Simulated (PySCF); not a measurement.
SMILES [Si]=[SiH2] (H₂Si₂) at its B3LYP/def2-SVP optimised geometry (Å):

```
4

Si    -0.6862     0.0001     0.0000
Si     1.5199     0.0001     0.0000
H     -1.5199     1.2392     0.0000
H     -1.5195    -1.2392    -0.0002
```

Calculation: B3LYP/def2-TZVP run with PySCF.

Map of the log10 of the electron density (e/bohr³), floored at −4 on the plane z = 1.2 Å:

```
|000000000000000000000000000|
|000000000000000000000000000|
|000000000000000000000000000|
|000000000000000000000000000|
|000000001110000000000000000|
|000000122222111000000000000|
|000012334443322222222110000|
|000013455555444333333321000|
|000123566666555555555432100|
|000134567777766666666554210|
|000134567888887788887664321|
|000134577888988889988765431|
|000134567899999999999876431|
|000134567899999999999876432|
|000134567899999999999876431|
|000134577888988889988765431|
|000134567888887788887664321|
|000124567777766666666554210|
|000123566666555555555432100|
|000013455555444333333321000|
|000012334443322222222110000|
|000000122222111000000000000|
|000000001110000000000000000|
|000000000000000000000000000|
|000000000000000000000000000|
|000000000000000000000000000|
|000000000000000000000000000|
```
Scale: ten equal steps from -4.00 (start of '0') to -1.53 (end of '9'), in the order '0123456789'; x runs from -4.00 to 4.00, y from -4.00 (bottom) to 4.00 (top).
